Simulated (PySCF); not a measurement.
Sn(H)(SH)3 (H4S3Sn), SMILES [SnH]([SH])([SH])[SH].

The structure is a stationary point at PBE0-D3(BJ)/def2-SVP. The structure was generated by enumeration; whether it is a known compound was not checked. The def2 effective core potentials stand for the cores of Sn; spin–orbit coupling is left out. One conformer was computed; it need not be the lowest.

These are PBE/def2-TZVP (PySCF) values and carry that method's errors.

The molecule is in vacuum.

total energy: -1410.87982 hartree
point group: C3
highest occupied level: -6.34 eV
lowest empty level: -2.54 eV
orbital gap: 3.80 eV
dipole moment: 0.26 D
quadrupole, principal values (traceless, Buckingham form, about the centre of nuclear charge): -3.54, -3.54, 7.08 D·Å
mean static polarisability: 102.1 bohr³ (15.13 Å³)
polarisability, principal values: 84.6, 110.9, 110.9 bohr³
